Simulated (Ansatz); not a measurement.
Total energies of C2H8Al2F2, SMILES `[CH3][Al@H-]1[F+][Al@H-]([CH3])[F+]1`.

```
atom    x (Å)    y (Å)    z (Å)
  C1   1.9657   0.0835  -2.0903
 Al2   0.8031   0.8633  -0.7541
  F3   0.8602  -0.0972   0.8049
 Al4  -0.8032  -0.8634   0.7540
  C5  -1.9657  -0.0835   2.0902
  F6  -0.8604   0.0972  -0.8050
  H7   3.0154   0.3227  -1.8933
  H8   1.8766  -1.0060  -2.1247
  H9   1.7352   0.4652  -3.0898
 H10   0.6372   2.3889  -0.3912
 H11  -0.6363  -2.3891   0.3921
 H12  -3.0157  -0.3187   1.8902
 H13  -1.7388  -0.4685   3.0892
 H14  -1.8733   1.0056   2.1278
```

Charge 0, multiplicity 1. All single points use the PBE0-D4/def2-TZVP geometry. Basis def2-TZVPP, Ansatz 0.2.0.

RPA on PBE orbitals: Hartree–Fock energy of these orbitals -763.39811 Eh, correlation -1.69228 Eh (frozen core).

| functional | energy without D4 (Eh) | D4 term (kJ/mol) |
| --- | --- | --- |
| LDA (SPW92) | -761.75866 | – |
| PBE | -765.32990 | -26.5 |
| r2SCAN | -765.74371 | -6.8 |
| r2SCANh | -765.72704 | -7.3 |
| HSE06 (plane-wave form) | -765.37329 | -21.3 |
| BHLYP | -765.81281 | -34.3 |
| CAM-B3LYP | -765.85198 | -23.3 |
| ωB97X-V | -765.75949 | – |
| ωB97M-V | -765.79284 | – |
| PBE-QIDH | -765.19942 | – |

(1) Give the same for revPBE, BLYP, B97M-V, PBE0, B3LYP, r2SCAN0, LC-ωPBE, B2PLYP. (Best estimate.)

B3LYP takes the VWN-RPA correlation (the form of Gaussian; ORCA's B3LYP/G). HSE06 is the plane-wave form, built on full-range PBE exchange. The double hybrids freeze the cores in their second-order part.

Results:

(1) Computed: 
```
functional  energy without D4 (Eh)  D4 term (kJ/mol)
    revPBE              -765.70898             -74.0
      BLYP              -765.85985             -56.5
    B97M-V              -765.75075                 –
      PBE0              -765.39942             -22.7
     B3LYP              -765.98502             -42.4
   r2SCAN0              -765.70330              -8.0
   LC-ωPBE              -765.61006                 –
    B2PLYP              -765.51346                 –
```

LC-ωPBE has ω = 0.4 bohr⁻¹.
